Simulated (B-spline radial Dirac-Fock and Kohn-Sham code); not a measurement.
## Electron momentum distribution of Ce³⁰⁺: Compton profiles

System: the Ce³⁰⁺ ion, configuration 1s2 2s2 2p6 3s2 3p6 3d10.

Input of the calculation (task.json; shells as n, l, electrons):

```json
{"items": [{
  "Z": 58,
  "q": 30,
  "cfg": [[1, 0, 2], [2, 0, 2], [2, 1, 6], [3, 0, 2], [3, 1, 6], [3, 2, 10]],
  "A": 140,
  "rrms": 4.8771,
  "do": ["scatter"],
  "s": [0.0, 0.05, 0.1, 0.15, 0.2, 0.25, 0.3, 0.35, 0.4, 0.45, 0.5, 0.6, 0.7, 0.8, 0.9, 1.0, 1.1, 1.2, 1.4, 1.6, 1.8, 2.0, 2.5, 3.0, 3.5, 4.0, 5.0, 6.0],
  "pz": [0, 0.1, 0.2, 0.3, 0.4, 0.5, 0.6, 0.8, 1.0, 1.2, 1.4, 1.6, 1.8, 2.0, 2.5, 3.0, 4.0, 5.0, 7.0, 10.0, 15.0, 20.0, 30.0, 40.0, 60.0, 100.0],
  "hv_scatter": [1000, 2000, 5000, 8047.8, 20000, 50000, 100000, 500000]
}]}
```

Command: `python xray_run.py task.json out`

The computed values come from a B-spline atomic structure program: the impulse approximation on Dirac-Fock orbitals of the configuration average with a finite nucleus. pz is in atomic units of momentum; subshell profiles are per electron, for a selection of subshells; open shells are spread over both j values by their weights.

| pz | J total | J 3s1/2 | J 3p1/2 | J 3p3/2 | J 3d5/2 |
| --- | --- | --- | --- | --- | --- |
| 3 | 1.211 | 0.0658 | 0.0610 | 0.0627 | 0.0441 |
| 4 | 1.126 | 0.0454 | 0.0560 | 0.0571 | 0.0436 |
| 5 | 1.025 | 0.0289 | 0.0486 | 0.0487 | 0.0423 |
| 7 | 0.8009 | 0.0117 | 0.0304 | 0.0291 | 0.0368 |
| 10 | 0.5097 | 0.00815 | 0.0102 | 0.00907 | 0.0240 |
| 15 | 0.2425 | 0.00536 | 0.00244 | 0.00258 | 0.00813 |
| 20 | 0.1286 | 0.00166 | 0.00226 | 0.00240 | 0.00240 |
| 30 | 0.04581 | 0.000258 | 0.00107 | 0.000973 | 0.000232 |
| 40 | 0.02039 | 0.000236 | 0.000356 | 0.000289 | 3.06e-05 |
| 60 | 0.005826 | 0.000101 | 4.59e-05 | 3.06e-05 | 1.20e-06 |
| 100 | 0.0008936 | 1.42e-05 | 2.39e-06 | 1.11e-06 | < 1e-6 |

Problem. What is the peak value J(0), and which subshell contributes most to it?

Solution. J(0) = 1.326. The 3d5/2 subshell gives the largest part, 20 %.

Mean momentum ⟨p⟩ by subshell (a.u.): 1s1/2 55.1, 2s1/2 19.6, 2p1/2 26.1, 2p3/2 24.4, 3s1/2 9.94, 3p1/2 11.9, 3p3/2 11.4, 3d3/2 13.6, 3d5/2 13.4.
